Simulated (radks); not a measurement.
The table gives one normalised radial function P(r) = r R(r) (large component) of In3+ in [Kr] 4d10 (r in bohr). Calculated with a radial shooting solver on a logarithmic mesh with Libxc functionals: Dirac Kohn-Sham, PBE, spin-unpolarised, spherical densities, finite nucleus; Fermi nuclear charge, rms radius 4.6156 fm.

| r | P |
|---|---|
| 0.002236 | 0.0065 |
| 0.002911 | 0.0095 |
| 0.003791 | 0.0140 |
| 0.004936 | 0.0208 |
| 0.006428 | 0.0312 |
| 0.008303 | 0.0462 |
| 0.01081 | 0.0690 |
| 0.01408 | 0.1021 |
| 0.01833 | 0.1482 |
| 0.02387 | 0.2091 |
| 0.03083 | 0.2809 |
| 0.04015 | 0.3592 |
| 0.05228 | 0.4213 |
| 0.06808 | 0.4315 |
| 0.08794 | 0.3489 |
| 0.1145 | 0.1355 |
| 0.1491 | -0.1901 |
| 0.1942 | -0.5199 |
| 0.2528 | -0.6636 |
| 0.3266 | -0.4615 |
| 0.4252 | 0.0976 |
| 0.5537 | 0.7635 |
| 0.721 | 1.1733 |
| 0.9388 | 1.1309 |
| 1.213 | 0.7825 |
| 1.579 | 0.3871 |
| 2.056 | 0.1337 |
| 2.677 | 0.0301 |
| 3.486 | 0.0039 |

Which n and l does it have? It may be an empty orbital.

Answer. n = 4, l = 1: the number of nodes gives n - l - 1 = 2, the rise at small r points to l (for j = l - 1/2 the large component starts outside the nucleus as r^gamma with gamma = sqrt(l^2 - (Z/c)^2) = 0.93 and the r^(l+1) term takes over further out; the orbital of l - 1 with the same j starts with the same power, but with a larger coefficient, and does not steepen), and the extent must fit the shell. The curve is that of 4p1/2; the two j differ most near the nucleus, where j = l - 1/2 has the larger amplitude, and in heavy atoms j = l - 1/2 is also the more compact. 4p1/2: eigenvalue -112.30 eV, 2 radial nodes at r = 0.129, 0.409 bohr, <r> = 0.900 bohr, 90 % of the charge inside 1.33 bohr.
